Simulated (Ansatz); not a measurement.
CH3FO2Si can be A, `O=CO[SiH2]F`, or B, `O[Si@H]1O[C@H]1F`.

Computed with Ansatz on PBE0-D4/def2-TZVP structures; ΔE is electronic, products minus reactants. CBS: MP2 limit from def2 TZ/QZ plus the TZ coupled-cluster correction, frozen cores. DFT in def2-TZVPP. B3LYP here is the variant with VWN-RPA as its local correlation; programs differ in this. One conformer a species, not always the lowest.

A:

Z-matrix (Å, degrees):
```
Si
F 1 1.586
O 1 1.674 2 109.4
H 1 1.473 2 108.5 3 -112.8
H 1 1.473 2 109.6 3 121.9
C 3 1.341 1 121.0 2 70.9
O 6 1.193 3 124.5 1 -2.6
H 6 1.099 3 110.8 1 177.4
```

B:

```xyz
8

O    -0.977   -1.510    0.621
Si   -0.590    0.062    0.519
O     0.990    0.542    0.688
C     0.596    0.704   -0.688
F     1.246   -0.181   -1.504
H    -0.405   -2.141    0.177
H    -1.620    0.811    1.250
H     0.760    1.712   -1.063
```

Question: Which is lower in electronic energy at CCSD(T)/CBS, and by how much? (An estimate is asked.)

Answer: Ansatz gave: A, by 200.5 kJ/mol.

Question: Give E(B) − E(A) in kJ/mol with B2PLYP, HF/def2-TZVPP, MP2/def2-TZVPP, PBE0-D4, B3LYP-D4, B3LYP, BLYP-D4. (Estimate.)

Answer: The calculation gave: B2PLYP 209.4, HF/def2-TZVPP 246.3, MP2/def2-TZVPP 205.9, PBE0-D4 188.3, B3LYP-D4 206.7, B3LYP 206.8, BLYP-D4 204.6. None reverses the order clearly.

Question: Does the order hold for the free energy at 298.15 K (harmonic terms from PBE0-D4)? (An estimate is asked.)

Answer: Computed: Yes: G(B) − G(A) = +207.7 kJ/mol, for one conformer each.

Largest T1 diagnostic: 0.015.

At CCSD(T), def2-SVP lies +37.5 kJ/mol from the extrapolated value and def2-TZVPP +5.4 kJ/mol. In def2-TZVPP, CCSD(T) changes the Hartree–Fock value by −40.4 kJ/mol (the triples alone add −2.7 kJ/mol) and MP2 by −40.4 kJ/mol.
